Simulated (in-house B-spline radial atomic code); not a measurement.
K⁷⁺. Computed with a B-spline radial atomic code. Model: all-electron spherical atom, spin shells full or empty, radial basis limit, no spin-orbit coupling: exact exchange with a local potential (Slater, KLI or optimised effective potential, whose far tail is KLI's), no correlation.

The run also made RPA and GW results, which its time includes.

The Slater potential averages the orbital exchange potentials with the orbital densities as weights, KLI adds orbital constants, and the optimised effective potential minimises the exact-exchange energy among local potentials. So their energies lie above Hartree-Fock in the order OEP, KLI, Slater. All fall off as −1/r, unlike LDA and GGA exchange.

Command:
```bash
python run_gw.py task.json out
```
Settings (nuclear radius in fm, other lengths in bohr, energies in hartree):
```
Z                      19
electrons              12
configuration          [Ne] 3s2
hamiltonian            x2c
method                 oep
lmax                   9
rms_radius             3.4349
spin_polarised         False
box_radius             8.41
intervals              99
ion_configuration      [Ne] 3s1
```

Cost of the run: 3.9 s on 1 thread of Intel(R) Xeon(R) 6975P-C (Granite Rapids), with other jobs on the host.

Given: hamiltonian one-electron scalar X2C; mean-field start exchange-only OEP.

Computed: energy above Hartree-Fock 3.6071 millihartree.

| radius (bohr) | r times exchange potential (hartree bohr) |
| --- | --- |
| 0.00263 | -0.041015 |
| 0.00317 | -0.049393 |
| 0.00383 | -0.059595 |
| 0.00462 | -0.071751 |
| 0.00557 | -0.086273 |
| 0.00672 | -0.10369 |
| 0.00811 | ? |
| 0.00978 | -0.14895 |
| 0.0118 | -0.17785 |
| 0.0142 | -0.21101 |
| 0.0172 | -0.25052 |
| 0.0207 | -0.2937 |
| 0.025 | -0.34226 |
| 0.0301 | -0.3933 |
| 0.0364 | -0.44664 |
| 0.0439 | -0.4967 |
| 0.0529 | -0.53876 |
| 0.0638 | -0.56575 |
| 0.077 | -0.56751 |
| 0.0929 | -0.53572 |
| 0.112 | ? |
| 0.135 | -0.49453 |
| 0.163 | -0.6098 |
| 0.197 | -0.76382 |
| 0.237 | -0.88971 |
| 0.286 | -0.98232 |
| 0.345 | -1.0306 |
| 0.417 | -1.0198 |
| 0.503 | -0.92997 |
| 0.606 | -0.75259 |
| 0.731 | -0.65737 |
| 0.882 | -0.81705 |
| 1.06 | -0.92767 |
| 1.28 | -0.97227 |
| 1.55 | -0.99098 |
| 1.87 | -0.99699 |
| 2.25 | -1.0005 |

Problem. What belongs in the row 0.00811?

Solution. r times exchange potential (hartree bohr): -0.12445.

Problem. What belongs in the row 0.112?

Solution. r times exchange potential (hartree bohr): -0.48716.

| occupied | level (hartree) | Hartree-Fock level (hartree) |
| --- | --- | --- |
| 1s | -135.05 | -139.44 |
| 2s | -18.38 | -19.597 |
| 2p | ? | ? |
| 3s | -5.6191 | -5.6187 |

Problem. What belongs in the row 2p?

Solution. level (hartree): -15.687; Hartree-Fock level (hartree): -16.521.

| empty | level (hartree) |
| --- | --- |
| 3p | -4.9119 |
| 3d | ? |
| 4s | -2.7598 |
| 4p | -2.502 |
| 4d | -2.1515 |

Problem. What belongs in the row 3d?

Solution. level (hartree): -3.9103.

The highest level, 3s, differs from Hartree-Fock by -0.01 eV and the deepest, 1s, by +119 eV: a local potential can match the highest level but can't give each shell its own exchange.
